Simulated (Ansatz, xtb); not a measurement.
## CBNSe: which of two isomers lies lower

Structure I: `[C-]#[N+]B=[Se]`, a singlet. Structure II: `N#CB=[Se]`, a singlet. Both are isolated molecules in the gas phase, relaxed with BLYP-D3(BJ)/def2-SVP.

Quicker runs give these differences E(II) − E(I): GFN2-xTB −19.3 kJ/mol; HF/STO-3G −2.4 kJ/mol (at GFN2-xTB geometries); r2SCAN-D4/def2-SVP −13.6 kJ/mol (at GFN2-xTB geometries).

Estimate E(II) − E(I) at the level CCSD(T)/def2-TZVPP.

Calculated at CCSD(T)/def2-TZVPP: E(II) − E(I) = −23.9 kJ/mol, so structure II lies lower.

How the difference moves with the method:

```csv
level,geometry,E(II) − E(I) (kJ/mol),departure from the last row (kJ/mol),"job, with rough time for the two"
GFN2-xTB,GFN2-xTB,−19.3,+4.6,"optimisation, 0.11 s"
HF/STO-3G,GFN2-xTB,−2.4,+21.6,"single point, 0.38 s"
r2SCAN-D4/def2-SVP,GFN2-xTB,−13.6,+10.4,"single point, 3.8 s"
BLYP-D3(BJ)/def2-SVP,BLYP-D3(BJ)/def2-SVP,−14.9,+9.0,"optimisation, 13 s"
HF/def2-TZVPP,BLYP-D3(BJ)/def2-SVP,+27.6,+51.6,part of the CCSD(T) run
MP2/def2-TZVPP,BLYP-D3(BJ)/def2-SVP,−47.3,−23.4,part of the CCSD(T) run
CCSD(T)/def2-TZVPP,BLYP-D3(BJ)/def2-SVP,−23.9,,"single point, 28 s"
```

As drawn, II has 1 C–B in place of 1 B–N.

HF/def2-TZVPP puts the two in the other order. The largest departure from CCSD(T)/def2-TZVPP is that of HF/def2-TZVPP, 51.6 kJ/mol.

With harmonic frequencies from BLYP-D3(BJ)/def2-SVP (ideal gas, rigid rotor, one conformer each, 298.15 K, 1 atm): on the last row, ΔE + ΔZPE = −23.3, ΔH = −23.4, ΔG = −23.5 kJ/mol.

The T1 diagnostic of structure I is large, so the coupled-cluster value is less sure. The correlated steps freeze 12 core orbitals; the filled d shell of Se is correlated, in a basis made for valence electrons. Run with Ansatz 0.2.0, xtb 6.7.1; the last row on 1 thread of Arm Neoverse V1 on a shared host.
